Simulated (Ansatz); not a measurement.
Z-matrix (Å, degrees):
```
Hf
F 1 1.891
S 1 2.437 2 111.6
F 1 1.891 2 113.7 3 -118.9
S 1 2.437 2 105.3 3 118.6
H 3 1.348 1 91.0 2 57.6
H 5 1.348 1 90.9 2 -178.6
```

Charge 0, multiplicity 1. Hf takes the def2 core potential.

Task: List the CAM-B3LYP/def2-TZVPP orbital energies in eV (the Gaussian-basis code of Ansatz). (An estimate is asked.)

Result: Ansatz gave: Occupied: -2419.92, -2419.92, -673.74, -673.74, -217.99, -217.99, -162.57, -162.57, -162.45, -162.45, -162.41, -162.41, -71.31, -40.44, -39.92, -39.49, -33.71, -33.14, -22.07, -21.89, -14.99, -14.77, -14.38, -14.29, -14.11, -13.78, -13.18, -13.09, -10.74, -10.27, -9.82, -9.13. Lowest empty: -0.54, -0.14, 0.01, 0.02, 0.64, 0.69, 1.67, 2.76.
